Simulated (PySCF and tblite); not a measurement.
C9H6OS2, numbered as in [CH:1]#[C:2][c:3]1[cH:4][c:5]2[s:6][c:7]([O:8][CH3:9])[cH:10][c:11]2[s:12]1. Conformers came from 60 starts (ETKDG and KDG, MMFF94s, GFN2-xTB); geometries are GFN2-xTB. Weights use B3LYP-D3(BJ)/def2-SVP (IEF-PCM, tetrahydrofuran) energies plus GFN2-xTB zero-point and thermal terms (modes under about 100 cm⁻¹ blended into free rotors). Symmetry numbers and mirror images are counted. Conformers within 2.5 kcal/mol (GFN2-xTB free energy) were kept, 2 at most. GIAO shieldings: mPW1PW91/pcSseg-1 (IEF-PCM, tetrahydrofuran). Shifts are against TMS (¹H), TMS (¹³C) at the same level. Programs: PySCF with density fitting and tblite.

Torsions listed: S6–C7–O8–C9.

Two conformers hold nearly all the population. I: 0°; δ(C10) = 103.36 ppm. II: 180°; δ(C10) = 99.59 ppm. The average over the ensemble at 298.15 K is 100.39 ppm.

(1) What populations and free-energy difference follow from a two-state model?

Results:

(1) p(I) = (100.39 − 99.59)/(103.36 − 99.59) = 0.21, so K = p(II)/p(I) = 3.71 and G(II) − G(I) = −RT ln K = -0.78 kcal/mol. The weights computed directly are 21.3 % and 78.7 %.
